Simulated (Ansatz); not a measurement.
Start from `[SH][GeH2][Cl]` and change one atom or group to get `[Cl][GeH2][Br]`.

Ansatz, PBE0-D4/def2-TZVP geometries, multiplicity 1. Each molecule was computed in one conformer, which needn't be the lowest.

Scalar relativity is left out up to krypton.

```json
{"property": "HOMO energy (B3LYP/def2-TZVPP) / eV", "`[SH][GeH2][Cl]`": "-7.57"}
{"property": "HOMO–LUMO gap (PBE/def2-TZVPP) / eV", "`[SH][GeH2][Cl]`": "5.04"}
{"property": "HOMO energy (ωB97M-V/def2-TZVPP) / eV", "`[SH][GeH2][Cl]`": "-10.02"}
{"property": "HOMO–LUMO gap (PBE0/def2-TZVPP) / eV", "`[SH][GeH2][Cl]`": "7.24"}
{"property": "size of the dipole moment (PBE/def2-TZVPP) / D", "`[SH][GeH2][Cl]`": "1.57"}
{"property": "zero-point energy (PBE0-D4/def2-TZVP) / kJ/mol", "`[SH][GeH2][Cl]`": "70.3"}
```

(1) What does the change do to each property? (Estimate.)

## Answers

(1) The calculation gave: 
```csv
property,`[Cl][GeH2][Br]`,shift
HOMO energy (B3LYP/def2-TZVPP) / eV,-8.34,-0.77
HOMO–LUMO gap (PBE/def2-TZVPP) / eV,5.35,0.31
HOMO energy (ωB97M-V/def2-TZVPP) / eV,-10.81,-0.79
HOMO–LUMO gap (PBE0/def2-TZVPP) / eV,7.58,0.34
size of the dipole moment (PBE/def2-TZVPP) / D,1.71,0.14
zero-point energy (PBE0-D4/def2-TZVP) / kJ/mol,48.0,-22.3
```

With PBE0 the HOMO falls by 0.78 eV and the LUMO falls by 0.43 eV, so the gap widens by about 0.35 eV. PBE moves the HOMO by -0.73 eV and ωB97M-V by -0.79 eV. The zero-point energy changes by -22.3 kJ/mol with -3 modes. Dipoles are sizes alone; their direction can turn.

B3LYP here is the variant with VWN-RPA as its local correlation; programs differ in this.

Spin–orbit coupling is left out; it splits and shifts lone-pair levels of the heavy atoms by tenths of an eV.
